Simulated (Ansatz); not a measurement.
Relaxation of CH3BFNO (8 atoms, charge 0, multiplicity 1), to a largest force component of 0.015 eV/Å in at most 40 steps.

Method: RKS PBE-D4/def2-SVP (Ansatz).

```xyz
8
Properties=species:S:1:pos:R:3
N 0.411 0.705 0.797
C -0.400 -0.300 0.121
O 0.347 -1.301 -0.498
B -0.329 -1.703 0.874
F -0.241 -2.366 2.099
H 1.126 0.297 1.323
H -0.243 1.196 1.493
H -1.250 0.039 -0.443
```

Question: Where does it end, and by what steps?

Answer: It converged. After 16 steps the energy has fallen by 2.326 eV; H7 moved furthest, 1.07 Å. Parted: C2–O3 (1.39 → 2.10 Å).

```
step  energy less start (eV)  largest force component (eV/Å)  accepted
   0                  0.0000                           3.422       yes
   1                 -1.0312                           2.287       yes
   2                 -1.3092                           4.516       yes
   3                 -1.6098                           0.730       yes
   4                 -1.6933                           0.668       yes
   5                 -1.7769                           0.676       yes
   6                 -1.8378                           1.406       yes
   7                 -1.9976                           1.003       yes
   8                 -2.1339                           1.724       yes
   9                 -2.2600                           1.455       yes
  10                 -2.2693                           0.985       yes
  11                 -2.3064                           0.568       yes
  12                 -2.3225                           0.234       yes
  13                 -2.3232                           0.169       yes
  14                 -2.3259                           0.054       yes
  15                 -2.3262                           0.032       yes
  16                 -2.3263                           0.012       yes
```

```xyz
8
Properties=species:S:1:pos:R:3
N 0.207 0.752 1.063
C -0.538 -0.257 0.624
O 0.341 -1.778 -0.533
B -0.145 -1.777 0.664
F -0.250 -2.689 1.654
H 0.977 0.584 1.715
H 0.175 1.685 0.643
H -1.346 0.049 -0.063
```

Whether the end is a true minimum wasn't checked by a vibrational analysis.

Time of the run: 55 s on 1 thread of Arm Neoverse V2, with other jobs on the host, peak memory 0.17 GiB.
